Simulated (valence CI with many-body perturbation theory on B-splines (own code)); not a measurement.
Level structure of Os43+

Calculated by configuration interaction combined with many-body perturbation theory (CI+MBPT): five valence electrons over a frozen Dirac-Fock core [Ar] 3d10, radial functions for each j: 9 s, 9 p, 8 d, 6 f, 3 g, 1 h, with the one-electron correlation potential Σ1, the two-electron term Σ2, the three-electron term Σ3, Breit, model QED; selected CI, second order for the rest, scaled by the run's own slope (own B-spline code, finite nucleus).

The last digits are not significant, and no measured levels were compared; by estimate large intervals hold to a few tenths of a per cent, small ones and those within an open d or f shell to about a per cent. Among the levels kept, up to 660 cm⁻¹ of a level comes from second order outside the variational space, and about a tenth of that is noise between levels of different J, which matters for small intervals.

Levels 1 to 36 of 36, with energies above the lowest level, (4s^2 4p1/2^2 4p3/2) J=3/2. "Leading %" is the weight of the configuration and term that name the level; weights of strongly mixed levels are sums over their largest components and can fall short, so below about 35 % the name and the second component can differ from the true leading terms, or belong to a minority configuration. In the jj column 3d3/2^4 stands for four electrons in 3d with j = 3/2.

```tsv
No.	Configuration	Term	J	E (Ry)	Leading %	g	Leading jj
1	4s²4p³	²P°	3/2	0.000	47	1.360	4s^2 4p1/2^2 4p3/2 (99 %)
2	4s²4p³	⁴S°	3/2	7.611	54	1.456	4s^2 4p1/2 4p3/2^2 (99 %)
3	4s²4p³	²D°	5/2	8.028	99	1.195	4s^2 4p1/2 4p3/2^2 (99 %)
4	4s²4p³	²P°	1/2	8.553	99	0.659	4s^2 4p1/2 4p3/2^2 (99 %)
5	4s²4p²4d	²D	3/2	11.838	39	0.786	4s^2 4p1/2^2 4d3/2 (98 %)
6	4s²4p²4d	²D	5/2	13.900	26	1.254	4s^2 4p1/2^2 4d5/2 (83 %)
7	4s4p⁴	⁴P	5/2	15.365	60	1.426	4s 4p1/2^2 4p3/2^2 (81 %)
8	4s²4p³	²P°	3/2	16.240	52	1.305	4s^2 4p3/2^3 (98 %)
9	4s4p⁴	²S	1/2	16.350	58	2.102	4s 4p1/2^2 4p3/2^2 (93 %)
10	4s4p⁴	²P	3/2	16.500	39	1.172	4s 4p1/2^2 4p3/2^2 (88 %)
11	4s²4p²4d	²F	5/2	19.403	46	0.961	4s^2 4p1/2 4p3/2 4d3/2 (98 %)
12	4s²4p²4d	⁴F	3/2	19.432	37	0.912	4s^2 4p1/2 4p3/2 4d3/2 (96 %)
13	4s²4p²4d	⁴D	1/2	19.452	80	0.202	4s^2 4p1/2 4p3/2 4d3/2 (98 %)
14	4s²4p²4d	²G	7/2	19.823	48	1.043	4s^2 4p1/2 4p3/2 4d3/2 (96 %)
15	4s²4p²4d	²D	5/2	20.932	33	1.200	4s^2 4p1/2 4p3/2 4d3/2 (86 %)
16	4s²4p²4d	²D	3/2	21.033	34	1.197	4s^2 4p1/2 4p3/2 4d3/2 (89 %)
17	4s²4p²4d	²P	1/2	21.104	37	1.701	4s^2 4p1/2 4p3/2 4d3/2 (93 %)
18	4s²4p²4d	⁴D	7/2	21.112	48	1.310	4s^2 4p1/2 4p3/2 4d5/2 (99 %)
19	4s²4p²4d	²P	3/2	21.323	39	1.421	4s^2 4p1/2 4p3/2 4d5/2 (82 %)
20	4s²4p²4d	²D	5/2	21.561	32	1.154	4s^2 4p1/2 4p3/2 4d5/2 (85 %)
21	4s²4p²4d	²G	9/2	21.578	60	1.193	4s^2 4p1/2 4p3/2 4d5/2 (99 %)
22	4s²4p²4d	²F	7/2	22.593	54	1.115	4s^2 4p1/2 4p3/2 4d5/2 (93 %)
23	4s²4p²4d	²D	5/2	22.602	35	1.241	4s^2 4p1/2 4p3/2 4d5/2 (88 %)
24	4s²4p²4d	²D	3/2	22.744	57	0.954	4s^2 4p1/2 4p3/2 4d5/2 (89 %)
25	4s²4p²4d	²P	1/2	22.830	49	1.277	4s^2 4p1/2 4p3/2 4d5/2 (89 %)
26	4s4p⁴	⁴P	3/2	23.570	57	1.450	4s 4p1/2 4p3/2^3 (75 %)
27	4s4p⁴	²D	5/2	24.120	63	1.281	4s 4p1/2 4p3/2^3 (81 %)
28	4s4p⁴	²P	1/2	24.891	51	1.320	4s 4p1/2 4p3/2^3 (81 %)
29	4s4p⁴	²P	3/2	24.928	46	1.094	4s 4p1/2 4p3/2^3 (86 %)
30	4s4p³4d	⁶D°	5/2	26.769	16	1.147	4s 4p1/2^2 4p3/2 4d3/2 (77 %)
31	4s4p³4d	⁶D°	3/2	26.894	28	1.322	4s 4p1/2^2 4p3/2 4d3/2 (95 %)
32	4s4p³4d	⁴P°	1/2	26.901	44	2.486	4s 4p1/2^2 4p3/2 4d3/2 (95 %)
33	4s4p³4d	⁴F°	7/2	27.015	22	1.254	4s 4p1/2^2 4p3/2 4d3/2 (77 %)
34	4s²4p²4f	⁴G°	5/2	27.051	18	0.999	4s^2 4p1/2^2 4f5/2 (57 %)
35	4s4p³4d	²D°	3/2	27.843	26	0.991	4s 4p1/2^2 4p3/2 4d3/2 (82 %)
36	4s²4p²4f	²F°	7/2	27.962	23	1.202	4s^2 4p1/2^2 4f7/2 (76 %)
```

The ionisation energy to 4s²4p² ³P0 of the next ion comes out as 2170.4 eV (NIST: 2168 ± 4 eV (theoretical)). All 36 levels together are meant to be complete up to 27.970 Ry.
